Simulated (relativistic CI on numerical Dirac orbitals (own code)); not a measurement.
## Radial parameters of Cu22+

Method of calculation: Dirac-Coulomb-Breit CI, orbitals from a KLI potential per configuration, QED by a radiative potential, unscaled Slater integrals (own radial code, finite nucleus).

Slater integrals F^k, G^k are unscaled and averaged over j, outside the closed core 1s2; ζ comes from projecting the Hamiltonian with its Breit term on Σ l·s of the shell.

- 2s2 2p3: F^2(2p,2p) = 496110, ζ(2p) = 120840 cm⁻¹; <r>(2p) = 0.1921, <r^2>(2p) = 0.0447 (bohr units).
- 2s 2p4: F^2(2p,2p) = 494640, G^1(2s,2p) = 534850, ζ(2p) = 119800 cm⁻¹; <r>(2s) = 0.2226, <r^2>(2s) = 0.05812, <r>(2p) = 0.1926, <r^2>(2p) = 0.04496 (bohr units).
- 2p5: ζ(2p) = 118790 cm⁻¹; <r>(2p) = 0.1933, <r^2>(2p) = 0.04531 (bohr units).

Averages of the first 10 configurations, taken without configuration mixing, which lowers the lowest level and can move excited configurations by several eV; other configurations of the list can lie among them:

```json
{"Configuration": "2s2 2p3", "Parity": "odd", "States": "20", "Average energy above the lowest level (eV)": "30.1"}
{"Configuration": "2s 2p4", "Parity": "even", "States": "30", "Average energy above the lowest level (eV)": "151.7"}
{"Configuration": "2p5", "Parity": "odd", "States": "6", "Average energy above the lowest level (eV)": "294.6"}
{"Configuration": "2p4 3s", "Parity": "even", "States": "30", "Average energy above the lowest level (eV)": "1418.5"}
{"Configuration": "2p4 3p", "Parity": "odd", "States": "90", "Average energy above the lowest level (eV)": "1451.8"}
{"Configuration": "2p4 3d", "Parity": "even", "States": "150", "Average energy above the lowest level (eV)": "1489.2"}
{"Configuration": "2s2 2p2 3s", "Parity": "even", "States": "30", "Average energy above the lowest level (eV)": "1181.8"}
{"Configuration": "2s2 2p2 3p", "Parity": "odd", "States": "90", "Average energy above the lowest level (eV)": "1218.3"}
{"Configuration": "2s2 2p2 3d", "Parity": "even", "States": "150", "Average energy above the lowest level (eV)": "1256.1"}
{"Configuration": "2s 2p3 3s", "Parity": "odd", "States": "80", "Average energy above the lowest level (eV)": "1289.3"}
```
